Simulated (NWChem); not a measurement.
**Correlation energy of Sn (+1)**

```
Sn
```
Charge +1, spin multiplicity 2.

The numbers come from NWChem runs, not from measurements.

Basis set: def2-TZVP. Each correlation energy counts from its own Hartree-Fock reference.

```csv
method,correlation energy (mHa)
UMP2,-250.3
SCS-UMP2,-224.7
CCSD on UHF,-247.7
CCSD[T] on UHF,-253.4
CCSD(T) on UHF,-252.8
CCSD on ROHF,-250.9
CCSD[T] on ROHF,-256.7
CCSD(T) on ROHF,-256.2
```

The values span 32.0 mHa, from CCSD[T] on ROHF (lowest) to SCS-UMP2 (highest). 

Effective core potentials replace the inner electrons of Sn; spin-orbit coupling is left out. The correlated methods keep 4 core orbitals frozen. The stability of the SCF solutions was not checked. Open-shell Hartree-Fock references start from PBE0 orbitals. No row is a measurement; the coupled-cluster row has its own basis-set and correlation limits.
